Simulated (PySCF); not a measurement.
Spinor energies of I (iodine, neutral)

Start: [Kr] 4d10 5s2 5p5; 5p1/2 filled at m_j = -1/2, +1/2; 5p3/2 filled at m_j = -1/2, +1/2, +3/2. Calculated with PySCF 2.14 in x2c-TZVPPall-2c (8s9p5d2f, 74 functions): generalised Hartree-Fock with the X2C-1e Hamiltonian and a Gaussian nucleus; one run each with spin-orbit coupling (SO) switched off, then screened by Boettger's factors.

| spinor shell | electrons | ε, spin-free (eV) | ε, screened SO (eV) | weight of nominal j (screened SO) | rms radius, screened SO (bohr) |
| --- | --- | --- | --- | --- | --- |
| 1s1/2 | 2 | -33334.0 | -33330.2 | 1.000 | 0.0311 |
| 2s1/2 | 2 | -5249.9 | -5248.7 | 1.000 | 0.127 |
| 2p1/2 | 2 | -4704.9 | -4912.6 | 1.000 | 0.109 |
| 2p3/2 | 4 | -4704.9 | -4611.2 | 1.000 | 0.115 |
| 3s1/2 | 2 | -1102.3 | -1101.9 | 1.000 | 0.334 |
| 3p1/2 | 2 | -921.45 | -961.59 | 1.000 | 0.327 |
| 3p3/2 | 4 | -921.45 | -903.07 | 1.000 | 0.338 |
| 3d3/2 | 4 | -651.11 | -658.08 | 1.000 | 0.311 |
| 3d5/2 | 6 | -651.11 | -646.02 | 1.000 | 0.314 |
| 4s1/2 | 2 | -211.00 | -210.82 | 1.000 | 0.787 |
| 4p1/2 | 2 | -151.78 | -159.63 | 1.000 | 0.826 |
| 4p3/2 | 4 | -151.78 | -148.04 | 1.000 | 0.855 |
| 4d3/2 | 4 | -62.616 | -63.612 | 0.998 | 0.988 |
| 4d5/2 | 6 | -62.616 | -61.720 | 0.999 | 0.999 |
| 5s1/2 | 2 | -23.817 | -23.758 | 1.000 | 2.14 |
| 5p1/2 | 2 | -10.903 | -11.678 | 0.908 | 2.58 |
| 5p3/2 | 3 | -10.903 | -10.473 | 0.939 | 2.68 |

| quantity | spin-free | screened SO |
| --- | --- | --- |
| E (hartree) | -7111.65179 | -7113.79819 |
| M_J | 3/2 | 3/2 |
| ⟨J²⟩ | 3.762 | 3.762 |
| ⟨L²⟩ | 2.009 | 2.036 |
| ⟨S²⟩ | 0.753 | 0.780 |

Each row is a mean over spinors that exchange with the open shell spreads, by up to 2.377 eV (5s1/2).

Breit and QED terms are absent; they matter most for the inner s and p1/2 levels.

Densities and radii are taken from the X2C orbitals without a picture-change correction, which distorts them close to the nucleus.

Without spin-orbit coupling the j labels of p, d and f shells carry no meaning; the spin-free column gives the mean over the occupied spinors of each nl shell.
